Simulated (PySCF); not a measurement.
C2H6In, multiplicity 2. Atoms are numbered in the order given.

```xyz
9

In     0.1967     0.0815     0.2468
C      0.9190     0.0804    -1.8443
H      1.3165    -0.9209    -2.0753
H      1.7181     0.8193    -1.9941
H      0.0786     0.2959    -2.5224
C     -1.9102    -0.4876     0.6053
H     -2.0968    -1.4659     0.1342
H     -2.5579     0.2631     0.1244
H     -2.1497    -0.5429     1.6754
```
Charge 0, spin multiplicity 2.

Geometry optimised at PBE0-D3(BJ)/def2-SVP. The multiplicity is an assumed one; other spin states were not compared. The isomer is the one that the SMILES or the coordinates give; other isomers of the formula were not compared. The def2 effective core potentials stand for the cores of In; spin–orbit coupling is left out.

All values below come from ωB97X/def2-TZVPD in PySCF.

Mulliken values depend strongly on the basis, most of all with diffuse functions as here. ESP charges are fitted to the potential on shells at 1.4 to 2.0 van der Waals radii. Atomic charges (e):

```json
[
 {"atom": "In1", "Mulliken": "0.67", "ESP fit": "[?]", "Mulliken spin": "0.64"},
 {"atom": "C2", "Mulliken": "-1.02", "ESP fit": "[?]", "Mulliken spin": "0.19"},
 {"atom": "H3", "Mulliken": "0.22", "ESP fit": "[?]", "Mulliken spin": "0.00"},
 {"atom": "H4", "Mulliken": "0.24", "ESP fit": "[?]", "Mulliken spin": "-0.02"},
 {"atom": "H5", "Mulliken": "0.22", "ESP fit": "[?]", "Mulliken spin": "0.01"},
 {"atom": "C6", "Mulliken": "-1.01", "ESP fit": "[?]", "Mulliken spin": "0.19"},
 {"atom": "H7", "Mulliken": "0.22", "ESP fit": "[?]", "Mulliken spin": "0.00"},
 {"atom": "H8", "Mulliken": "0.22", "ESP fit": "[?]", "Mulliken spin": "0.00"},
 {"atom": "H9", "Mulliken": "0.24", "ESP fit": "[?]", "Mulliken spin": "-0.02"}
]
```

Question: What belongs in the gaps? (The exact figures need the calculation; the answer reports its results.)

Answer: 
- In1, ESP fit: 0.06
- C2, ESP fit: 0.01
- H3, ESP fit: 0.00
- H4, ESP fit: -0.05
- H5, ESP fit: 0.00
- C6, ESP fit: 0.02
- H7, ESP fit: 0.00
- H8, ESP fit: 0.01
- H9, ESP fit: -0.06
